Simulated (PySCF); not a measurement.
**Identify the compound**

An unknown has the formula C$_{4}$H$_{10}$N$_{2}$Si$_{2}$. Its calculated NMR data are:

¹H NMR (300 MHz, computed): δ 7.15 (m, 1H), 7.11 (m, 1H), 5.05 (s, 3H), 3.95 (t, 3H), 2.43 (q, 2H).

¹³C{¹H} NMR (computed): δ 143.3 (CH), 136.1 (C), 135.3 (CH), 8.9 (CH2).

PySCF 2.14.0 with density-fitted response routines calculation with GFN2-xTB geometry and NMR shieldings at PBE0/pcSseg-1/GIAO; single conformer, equivalent nuclei averaged, no solvent, no relativistic terms.

Chemical shifts δ = σref − σ; ¹H, ¹³C vs TMS, all at this level.

**Question.** Deduce the structure.

**Answer.** 
The formula gives 3 degrees of unsaturation (1 ring in the answer). 4 carbon signals for 4 carbons: no two carbons are equivalent. Carbon types of the structure: 1 × C, 2 × CH, 1 × CH2, leaving 6 H on heteroatoms. δC 143.3: aromatic CH between two ring heteroatoms. δC 136.1: substituted aromatic carbon next to a ring nitrogen. δC 135.3: aromatic CH next to a ring nitrogen. δC 8.9: sp3 CH2 bonded to Si, on an aromatic ring; an electropositive neighbour leaves it electron-rich and shielded. δH 7.15: hydrogen on an aromatic CH next to a ring nitrogen; aromatic region. δH 7.11: hydrogen on an aromatic CH between two ring heteroatoms; ring-current deshielding. δH 2.43: hydrogen on an sp3 CH2 bonded to Si, on an aromatic ring; benzylic-type position, deshielded by the ring.

Structure: `InChI=1S/C4H10N2Si2/c7-2-4-1-5-3-6(4)8/h1,3H,2H2,7-8H3`.

The data come from this structure; uniqueness wasn't tested.

Shifts are as computed. Against solution values, carbons near 30 ppm lie about +3 ppm off and those near 130 ppm about +5 ppm. Of 1211 compounds with measured shifts, 218 miss one by over three times the rms of a fit or turn the order of signals round; such compounds aren't used in these exercises. No couplings were computed; multiplicities are counted from neighbouring protons, with m where these are inequivalent, close in shift, in a saturated or five-membered ring or joined by F or P, and br s for small geminal =CH2 splittings.
